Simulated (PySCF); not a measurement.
# How methods differ on the ionisation energy of Bi⁶⁸⁺

Bi⁶⁸⁺ [Ne] 3s2 3p3 (4S) → Bi⁶⁹⁺ [Ne] 3s2 3p2 (3P), as a difference of total energies. Calculation: PySCF 2.14, in an uncontracted even-tempered set (19 s from 21 bohr⁻², ratio 2.2; 14 p from 28 bohr⁻², ratio 2.2; 5 d from 110 bohr⁻², ratio 2.4; 4 f from 160 bohr⁻², ratio 2.4; 4 g from 240 bohr⁻², ratio 2.4); scalar relativity by spin-free X2C-1e. Correlated levels: outer shells: 1s2 frozen; virtual orbitals above 40 to 60 times the deepest correlated orbital energy dropped. The calculations carry no spin-orbit coupling.

```csv
method,ionisation energy (eV)
UHF,8231.6
LDA,8230.5
PBE,8231.9
PBE0,8232.2
r2SCAN,8233.8
PBEsol,8230.9
r2SCAN0,8233.6
MP2 (outer shells),8232.3
SCS-MP2 (outer shells),8232.0
```

Spin-orbit coupling is strong in these open shells (close to jj coupling). The scalar numbers leave it out and a first-order estimate fails, so it can dominate the gap to the real levels.

The ground level that NIST lists for one species does not belong to the high-spin term computed here, so part of any gap is the choice of state.

Breit and QED terms and the two-electron picture change are absent.

For comparison: 8010 ± 50 eV (theoretical estimate listed by NIST; NIST Atomic Spectra Database, ionization energies).
